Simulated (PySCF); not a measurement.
## `N#C[Si@@H]([SiH3])[Si@H](O)[SiH3]`, CH₉NOSi₄

Geometry (Å), atoms numbered from 1 in this order:
```xyz
16

N    -1.372   -2.924   -2.151
C    -1.141   -1.865   -1.771
Si   -0.731   -0.189   -1.046
Si   -2.626    0.422    0.156
Si    1.329   -0.439    0.040
O     1.067   -1.238    1.446
Si    2.380    1.480    0.776
H    -0.575    0.601   -2.283
H    -2.358    0.313    1.594
H    -3.804   -0.398   -0.128
H    -2.985    1.817   -0.115
H     2.197   -1.301   -0.789
H     0.761   -2.139    1.493
H     2.872    2.236   -0.381
H     1.455    2.371    1.485
H     3.524    1.263    1.662
```

Method: PySCF 2.14.0, TDDFT LC-wPBE/aug-cc-pVDZ circular dichroism and optical rotation, one conformer, gas phase. Geometry: GFN2-xTB.

The molecule is flexible and this is one conformer; a measurement averages over conformers.

Draw the ECD and absorption spectra from the lowest 12 states, each a Gaussian of half-width 0.35 eV at 1/e height.


| E (eV) | λ (nm) | Δε (L mol⁻¹ cm⁻¹) | ε (L mol⁻¹ cm⁻¹) |
| --- | --- | --- | --- |
| 5.41 | 229 | -0.58 | 634 |
| 5.56 | 223 | -1.60 | 1800 |
| 5.71 | 217 | -2.91 | 3550 |
| 5.86 | 212 | -2.91 | 4900 |
| 6.01 | 206 | +0.68 | 4910 |
| 6.16 | 201 | +8.44 | 3910 |
| 6.31 | 196 | +17.66 | 3090 |
| 6.46 | 192 | +24.13 | 3150 |
| 6.61 | 188 | +25.08 | 4480 |
| 6.76 | 183 | +19.01 | 8040 |
| 6.91 | 179 | +5.79 | 14500 |
| 7.06 | 176 | -9.89 | 21600 |
| 7.21 | 172 | -21.67 | 24600 |
| 7.36 | 168 | -31.78 | 22000 |
| 7.51 | 165 | -48.03 | 18200 |
| 7.66 | 162 | -66.94 | 16700 |

Δε uses R in velocity form, ε uses f in length form. Only the states computed contribute, so the short-wavelength end is incomplete.
